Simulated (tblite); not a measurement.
All values are computed: GFN2-xTB (tblite) harmonic vibrations without scaling, gas phase. The method is semi-empirical: single wavenumbers can be off by several per cent or more. Modes of hydrogen on phosphorus and silicon can be 10 to 20 % off. One conformer each. Thermal functions are those of the rigid rotor and harmonic oscillator, without mixing of conformers.

**Question.** Order these by their ideal-gas entropy at 200 K and 1 bar, highest first (J/(mol K)).
A. `C=C[SiH2][C@@H](Cl)CCl`
B. `C(F)[Si@@](Cl)(CC)C`
C. `C(C[SiH3])[C@](Cl)(F)C`
D. `C=N[Si@](N)(P)CC#N`
E. `FC[C@@H]([SiH3])CCCl`

**Answer.** D (397.5), B (381.8), A (376.7), E (362.7), C (355.5).

| SMILES | atoms | mass (u) | symmetry number | modes under 300 cm⁻¹ | ZPE (kJ/mol) | S translation (J/(mol K)) | S rotation | S vibration | S | Cp |
| --- | --- | --- | --- | --- | --- | --- | --- | --- | --- | --- |
| C=N[Si@](N)(P)CC#N | 16 | 145.02 | 1 | 10 | 285.6 | 162.6 | 119.0 | 115.8 | 397.5 | 142.9 |
| CC[Si@](C)(Cl)CF | 17 | 140.02 | 1 | 10 | 348.8 | 162.2 | 117.6 | 102.0 | 381.8 | 126.9 |
| C=C[SiH2][C@@H](Cl)CCl | 15 | 153.98 | 1 | 8 | 272.9 | 163.4 | 119.9 | 93.5 | 376.7 | 116.1 |
| FC[C@@H]([SiH3])CCCl | 17 | 140.02 | 1 | 7 | 334.8 | 162.2 | 119.0 | 81.6 | 362.7 | 112.5 |
| C[C@](F)(Cl)CC[SiH3] | 17 | 140.02 | 1 | 8 | 331.9 | 162.2 | 118.6 | 74.7 | 355.5 | 118.6 |

Entropies and Cp are for 200 K and 1 bar.
